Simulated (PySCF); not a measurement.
# BeC⁺: from constants to spectrum

UHF-CCSD(T) constants of BeC⁺, ⁴Σ⁻ (quartet), unpaired electrons σ ↑, π ↑↑ (Be aug-pcseg-1, C aug-pcseg-1; no relativity (PySCF 2.14); masses 9.0122 and 12.0000 u):

| Property | Result |
| --- | --- |
| ωe | 1085.8 cm⁻¹ |
| ωexe | 9.61 cm⁻¹ |
| Be | 1.2874 cm⁻¹ |
| αe | 0.0152 cm⁻¹ |
| De to Be⁺ + C | 2.20 eV |

(1) What force constant and bond length do these constants imply?

(2) Estimate the centrifugal constant D from the Kratzer relation and find the Dunham coefficient a1.

Correlated steps freeze 1 core orbital. Correlated levels converge slowly with the basis: in double zeta they bind strong bonds too weakly, by up to about 1 eV, and carry superposition errors of some tenths. For an ion De counts to the pair picked by the measured ionisation energies or electron affinities, which need not be the lowest pair at this level. The state is the lowest determinant that a PBE0 search found; another state may lie lower at other levels.

Results:

(1) Reduced mass μred = 5.1468 u; k = 5.8918×10⁻⁷·μred·ωe² (u, cm⁻¹, mdyn/Å) = 3.58 mdyn/Å; Re = √(16.8576/(μred·Be)) (u, cm⁻¹, Å) = 1.595 Å.

(2) D = 4Be³/ωe² = 7.24e-06 cm⁻¹; a1 = −1 − αeωe/(6Be²) = -2.66.
